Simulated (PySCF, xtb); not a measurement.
C₂H₄FNOSi, SMILES O[Si@@H]1C=N[C@@H]1F. One conformer was computed; it need not be the lowest.

Harmonic wavenumbers (cm⁻¹) from xtb with GFN2-xTB at its own minimum, in rising order: 110, 122, 238, 300, 330, 481, 489, 566, 624, 644, 782, 794, 855, 941, 988, 1048, 1126, 1210, 1270, 1627, 2389, 2934, 3046, 3621.

What does PBE-D3(BJ)/def2-SVP in PySCF give at its own minimum? (Estimate from the structure and the level; the computed values follow.)

77, 96, 258, 314, 370, 471, 552, 588, 722, 742, 784, 871, 877, 901, 961, 1069, 1153, 1236, 1288, 1552, 2162, 2978, 3048, 3744. Paired by order, the mean absolute difference is 48 cm⁻¹ and the zero-point energies are 37.9 and 38.3 kcal/mol.
